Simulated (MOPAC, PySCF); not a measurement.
H$_{3}$Ga, SMILES `[GaH3]`, neutral singlet in the gas phase. 

Cartesian coordinates (Å):
SMILES: [GaH3]
```xyz
4

Ga    -0.0001     0.0000    -0.0003
H      1.5583    -0.1938     0.0102
H     -0.9471    -1.2526    -0.0054
H     -0.6111     1.4464    -0.0046
```
Charge 0, multiplicity 1.

All levels are single points at this geometry (PBE0-D3(BJ)/def2-SVP); Pople sets use spherical d functions. Orbital energies aren't observables, and empty levels follow the basis.

HF/STO-3G in PySCF gives dipole (D) = 0.00.

Question: Estimate the dipole (D) from each of these levels: PBE0-D3(BJ)/def2-TZVP in PySCF; ωB97X-D3(BJ)/def2-TZVP in PySCF; B3LYP/3-21G in PySCF; B3LYP/6-311+G** (LANL2DZ on Ga) in PySCF; B3LYP/6-31G* in PySCF; HF/3-21G in PySCF; AM1 in MOPAC; PM3 in MOPAC.

Answer: 
```
level                                     dipole (D)
----------------------------------------  ----------
PBE0-D3(BJ)/def2-TZVP in PySCF                  0.00
ωB97X-D3(BJ)/def2-TZVP in PySCF                 0.00
B3LYP/3-21G in PySCF                            0.00
B3LYP/6-311+G** (LANL2DZ on Ga) in PySCF        0.00
B3LYP/6-31G* in PySCF                           0.00
HF/3-21G in PySCF                               0.00
AM1 in MOPAC                                    0.00
PM3 in MOPAC                                    0.00
```
